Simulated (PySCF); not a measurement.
# Stationary points of HfI₃⁺

Level of theory: PBE0/[Hf def2-SVP with ECP60, I def2-SVP with ECP28], scalar-relativistic core potentials, density fitting, no spin–orbit coupling, PySCF.

Relaxations began from a few typed shapes. The search is not exhaustive: other isomers or separated fragments can lie lower, and high-lying points may rest on an excited occupation.

Which is the lowest minimum found?
A. singlet C3v: Hf–I 2.618 Å (×3); I–Hf–I 108.7° (×3)
B. singlet D3h: Hf–I 2.630 Å (×3); I–Hf–I 120.0° (×3)

A. The others lie at 16.3 (singlet D3h, a saddle point) kJ/mol above it.

Formally Hf is in oxidation state +4, d0. A d0 centre has no lone pair, yet it is C3v rather than trigonal planar: covalent bonding through the d orbitals favours lower symmetry. The polar-tensor charge on Hf, 1.79, is far below the formal one.

For the lowest minimum: stability towards spin polarisation was not tested. Spin–orbit coupling, left out here, can matter for elements this heavy.
